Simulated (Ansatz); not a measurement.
Program: Ansatz. Geometries: PBE0-D4/def2-TZVP. ΔE: electronic, gas phase. CCSD(T)/CBS is the MP2 limit (def2-TZVPP, def2-QZVPP) plus CCSD(T) − MP2 in def2-TZVPP, frozen cores. Functionals use def2-TZVPP. B3LYP here is the variant with VWN-RPA as its local correlation; programs differ in this. One conformer a species, not always the lowest.

`FC([SiH3])[SiH2][SiH3]` + `CSS` → `CSS[SiH2][SiH3]` + `FC[SiH3]`  (ligand exchange at the Si–C bond)

Is it downhill or uphill in electronic energy at CCSD(T)/CBS, and by how much? (Best estimate.)

The calculation gave: Downhill: ΔE = -17.7 kcal/mol.

What do these levels give: PBE-D4, PBE0-D4, B3LYP-D4, PBE, r2SCAN, PBE0, B3LYP, MP2/def2-TZVPP, CCSD/def2-TZVPP, HF/def2-QZVPP, MP2/def2-QZVPP, CCSD/CBS(def2)? (An estimate is asked.)

Ansatz gave: PBE-D4 -17.2, PBE0-D4 -17.7, B3LYP-D4 -17.2, PBE -16.9, r2SCAN -17.2, PBE0 -17.4, B3LYP -16.7, MP2/def2-TZVPP -18.8, CCSD/def2-TZVPP -16.8, HF/def2-QZVPP -17.8, MP2/def2-QZVPP -19.2, CCSD/CBS(def2) -17.5 kcal/mol.

Largest T1 diagnostic among the species: 0.013.
